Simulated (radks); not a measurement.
Charge is removed step by step from the 5d up level of neutral tantalum, starting from [Xe] 4f14 5d(up 3, down 0) 6s2. Method: scalar-relativistic Kohn-Sham, BLYP, spin-polarised, spherical densities, finite nucleus; Fermi nuclear charge, rms radius 5.3507 fm; computed with a radial shooting solver on a logarithmic mesh with Libxc functionals.

removed (e)  E - E(0) (eV)  eigenvalue (eV)  E minus straight line (eV)
0                    0.000           -3.943                       0.000
0.125                0.553           -4.901                      -0.453
0.25                 1.227           -5.893                      -0.785
0.375                2.027           -6.917                      -0.990
0.5                  2.958           -7.970                      -1.066
0.625                4.021           -9.053                      -1.008
0.75                 5.222          -10.162                      -0.813
0.875                6.563          -11.298                      -0.478
1                    8.047          -12.458                       0.000

Removing the whole electron costs 8.047 eV by Delta-SCF, against 3.943 eV from minus the eigenvalue at the starting occupation. Slater's transition state (half an electron removed) gives 7.970 eV. Integrating minus the eigenvalue over the occupation (Janak's theorem) gives 8.047 eV. In this scalar-relativistic scheme the density is built from large components alone, so the theorem holds only approximately. The mean slope of the eigenvalue, de/dn, is 8.51 eV per electron.
